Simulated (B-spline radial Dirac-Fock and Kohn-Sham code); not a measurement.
**Te 4p3/2: cross section and angular parameters**

System: atomic tellurium, configuration [Kr] 4d10 5s2 5p4; threshold 103.3 eV (tabulated edge). Calculated with a radial atomic solver, using Dirac-Hartree-Slater photoionisation with a Latter tail; cross sections with all multipoles, angular parameters from the dipole term and its interference with E2.

```tsv
hν (eV)	σ (kb)	β	γ	δ
123	333	-0.453	-0.176	0.087
126	326	-0.489	0.076	0.028
162	287	-0.262	0.010	-0.009
190	279	0.122	-0.089	0.029
192	279	0.146	-0.088	0.030
299	230	0.959	0.138	0.033
300	?	?	?	?
313	222	1.016	0.158	0.030
400	180	1.265	0.218	0.018
974	58.2	1.664	0.019	0.000
1000	55.8	1.668	0.013	0.000
1460	28.9	1.709	-0.030	0.001
3290	5.51	1.660	0.278	0.009
3310	5.43	1.659	0.282	0.009
3570	4.58	1.647	0.339	0.010
3930	3.67	1.630	0.416	0.012
4000	3.53	1.626	0.431	0.013
4360	2.88	1.609	0.506	0.015
4650	2.47	1.595	0.566	0.017
5414.7	1.70	1.560	0.716	0.022
6510	1.07	1.511	0.911	0.031
8300	0.565	1.436	1.184	0.048
10700	0.281	1.346	1.480	0.072
13100	0.158	1.267	1.715	0.097
15000	0.106	1.210	1.868	0.118
```

Q: Give the values at 300 eV.

A: σ = 229 kb, β = 0.963, γ = 0.140, δ = 0.033.
